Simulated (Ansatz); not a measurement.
diethyl sulfide (C$_{4}$H$_{10}$S), singlet, at a GFN2-xTB geometry; BLYP/STO-3G in Ansatz (a quantum-chemistry and plane-wave program).

Ansatz was given this input:
Ansatz 0.2 input:
```yaml
crystal:
  periodic: [false, false, false]
  atoms:
    - {symbol: C, position_ang: [2.56067389, -0.00775777, -0.23838779]}
    - {symbol: C, position_ang: [1.10635410, 0.24956373, -0.58126604]}
    - {symbol: S, position_ang: [0.03804887, -0.22478062, 0.82901552]}
    - {symbol: C, position_ang: [-1.55389328, 0.47558897, 0.27674279]}
    - {symbol: C, position_ang: [-2.19296169, -0.31591990, -0.84877641]}
    - {symbol: H, position_ang: [2.85020935, 0.56766127, 0.63758031]}
    - {symbol: H, position_ang: [3.19655208, 0.27799774, -1.07400280]}
    - {symbol: H, position_ang: [2.71677553, -1.06199573, -0.02277990]}
    - {symbol: H, position_ang: [0.93035272, 1.30838251, -0.77718921]}
    - {symbol: H, position_ang: [0.80309992, -0.33853633, -1.44801159]}
    - {symbol: H, position_ang: [-1.37511004, 1.51243661, -0.01120054]}
    - {symbol: H, position_ang: [-2.18265605, 0.45799818, 1.16637994]}
    - {symbol: H, position_ang: [-2.31489538, -1.35557764, -0.55418283]}
    - {symbol: H, position_ang: [-1.58215306, -0.27895306, -1.74808380]}
    - {symbol: H, position_ang: [-3.17199533, 0.09822634, -1.08263340]}
basis:
  gaussian:
    orbitals: STO-3G
hamiltonian:
  xc: blyp
accuracy: high
```

Question: What does Ansatz print? Leave out banner, timings and long lists.

Answer: 
```
Functional definition: BLYP
829 factors; integrals over basis functions are off by at most 8.7e-9 eV
mean field evaluation 1: about -14971.0821 eV, gradient 5.1e0 eV
mean field evaluation 2: about -14971.1161 eV, gradient 3.7e0 eV
mean field evaluation 4: about -14971.1548 eV, gradient 2.7e-1 eV
mean field evaluation 8: about -14970.9995 eV, gradient 1.7e-3 eV
mean field evaluation 16: about -14970.9995 eV, gradient 5.5e-8 eV
mean field -14970.99948265 eV, -550.1740832796 hartree, gradient 5.2e-8 eV, S^2 0.000000; 0 other end points of the search recorded, 0 dependent functions left out
reference -14970.99953802 eV, -550.1740853144 hartree; 25, 25 occupied and 14, 14 virtual orbitals, 829 factors
Total energy: -14970.99953802 eV, -550.1740853144 hartree
```
